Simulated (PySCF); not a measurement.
**Simulated characterisation data**

Equivalent nuclei averaged, single conformer, isolated molecule, relativity neglected. σ from GIAO-PBE0/pcSseg-1; GFN2-xTB geometry; couplings computed with B3LYP/pcJ-1 (spin–dipole term left out of most H,H and C,H couplings); PySCF 2.14.

Chemical shifts δ = σref − σ; 1H (σref 31.72) and 13C (σref 186.93) against TMS, all at this level. Multiplet labels drop J under 1 Hz and among equivalent protons, and merge close values. Unscaled 3J(H,H) run several per cent high. Where no couplings were computed, multiplicities follow the n + 1 count of equivalent neighbours, and m marks all less simple cases (inequivalent or close neighbours, rings, F or P nearby). Acid and N–H amide carbonyl carbons lie up to 10 ppm further downfield in solution (hydrogen bonding). Shifts are as computed. Against solution values, carbons near 30 ppm lie about +3 ppm off and those near 130 ppm about +5 ppm; carbons on Cl a further +6 ppm (rms about the fit 2.1 ppm; single classes can miss by 10 ppm). Of 1328 compounds with measured shifts, 309 miss one by over three times the rms of a fit or turn the order of signals round; such compounds aren't used in these exercises. Signals without a measured value on file couldn't be tested in this way; 1H shifts scatter by 0.2 ppm about their fit, and single ones miss by 0.5 ppm. Carbons bonded to Cl come out too deshielded. OH and NH positions are gas-phase values without hydrogen bonding to other molecules.

Compound 1 (C6H8O2). 1H NMR (600 MHz, computed): δ 8.03 (m, 1H), 6.47 (m, 1H), 6.31 (m, 1H), 5.88 (d, 1H), 5.87 (br s, 1H), 2.12 (d, 3H). 13C{1H} NMR (computed): δ 170.9 (C), 147.7 (CH), 147.3 (CH), 135.1 (CH), 127.3 (CH), 17.9 (CH3). Structure: `C/C=C\C=C\C(=O)O`.

Compound 2 (C6H8O2). 1H NMR (600 MHz, computed): δ 7.57 (m, 1H), 7.44 (m, 1H), 6.85 (m, 1H), 4.63 (s, 2H), 3.26 (s, 3H). 13C{1H} NMR (computed): δ 148.7 (CH), 146.4 (CH), 130.8 (C), 118.2 (CH), 69.0 (CH2), 57.8 (CH3). Structure: `COCc1ccoc1`.

Compound 3 (C5H5NO3). 1H NMR (600 MHz, computed): δ 8.68 (d, J = 2.0 Hz, 1H), 7.14 (d, J = 2.0 Hz, 1H), 4.18 (s, 3H). 13C{1H} NMR (computed): δ 168.5, 165.8, 160.9, 115.4, 54.2. Structure: `COC(=O)c1ccon1`.

Compound 4 (C7H7ClO). 1H NMR (600 MHz, computed): δ 7.11 (s, 1H), 6.47 (m, 1H), 6.09 (d, 1H), 5.08 (d, 1H), 3.86 (s, 3H). 13C{1H} NMR (computed): δ 164.9 (C), 148.6 (C), 141.1 (CH), 140.6 (CH), 114.4 (CH), 103.0 (CH), 58.0 (CH3). Structure: SMILES COC1=CC=C/C1=C\Cl.
